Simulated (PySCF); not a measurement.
**Correlation energy of Ca (calcium, neutral)**

[Ar] 4s1 4p1, high-spin 3P determinant (an excited configuration). Computed with PySCF 2.14 in aug-cc-pwCVTZ-X2C with one added diffuse shell each of s, p, d, f type (10s9p7d4f, 100 functions), with the spin-free X2C one-electron Hamiltonian (Gaussian nucleus). Frozen: [Ne]; 10 electrons correlated.

```json
{"level": "CCSD", "correlation energy (mhartree)": "-244.67"}
{"level": "(T)", "correlation energy (mhartree)": "-5.88"}
{"level": "CCSD(T)", "correlation energy (mhartree)": "-250.55"}
```

Diagnostics: T1 = 0.014, D1 = 0.0589, largest double amplitude 0.040.

**Question.** Is a single reference adequate?

**Answer.** Yes: T1 lies below 0.03 and no double amplitude reaches 0.07.
